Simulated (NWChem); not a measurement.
Basis-set convergence for H₄SSi

```xyz
6

Si     0.9711     0.3765     0.0000
S     -1.0165    -0.4759     0.0000
H      1.2204     1.2113     1.2101
H      1.8888    -0.7942     0.0000
H      1.2204     1.2113    -1.2101
H     -1.6608     0.7150     0.0000
```
Charge 0, spin multiplicity 1.

The numbers come from NWChem runs, not from measurements. The geometry was optimised at B3LYP/def2-SVP, a minimum by its harmonic frequencies.

Quantity: vertical ionisation energy at the level ΔCCSD(T) (Δ: difference of total energies, the cation a doublet at the parent's geometry with its hole in an orbital of symmetry a" (Cs labels); it is the state that the SCF runs reached, from PBE0 orbitals for Hartree-Fock references, and need not be the lowest).

The correlated methods keep 10 core orbitals frozen. The Pople sets run with spherical d functions. The structure started from a generated list of species. The stability of the SCF solutions was not checked. Open-shell Hartree-Fock references start from PBE0 orbitals; any time given for them includes that run.

Relative cost: rough, from shared machines, SCF included, 3-21G = 1.

```
basis      functions  vertical ionisation energy (eV)  relative cost
---------  ---------  -------------------------------  -------------
3-21G             34                             9.48              1
6-31G*            44                             9.42        under 3
cc-pVDZ           56                             9.60              4
def2-SVP          56                             9.57        under 3
6-311G**          76                             9.54              6
def2-SVPD         83                             9.75              8
def2-TZVP         98                             9.85             20
```

Smallest basis within 0.05 eV of def2-TZVP, the largest set run: no smaller one. def2-TZVP isn't the basis-set limit itself, and a small set can land close by cancellation.
